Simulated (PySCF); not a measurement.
# Correlation energy of Os⁺ (osmium, charge +1)

[Xe] 4f14 5d5 6s1 6p1, high-spin 8P determinant (an excited configuration). Calculation: PySCF 2.14, in aug-cc-pwCVDZ-PP with ECP60MDF; a scalar-relativistic core potential. Frozen: 5s2 5p6; 7 electrons correlated.

| level | correlation energy (mhartree) |
| --- | --- |
| CCSD | -86.23 |
| (T) | -0.86 |
| CCSD(T) | -87.09 |

Diagnostics: T1 = 0.0048, D1 = 0.0174, largest double amplitude 0.021.

Q: Is a single reference adequate?

A: Yes, within this model without spin-orbit coupling: T1 lies below 0.03 and no double amplitude reaches 0.07.
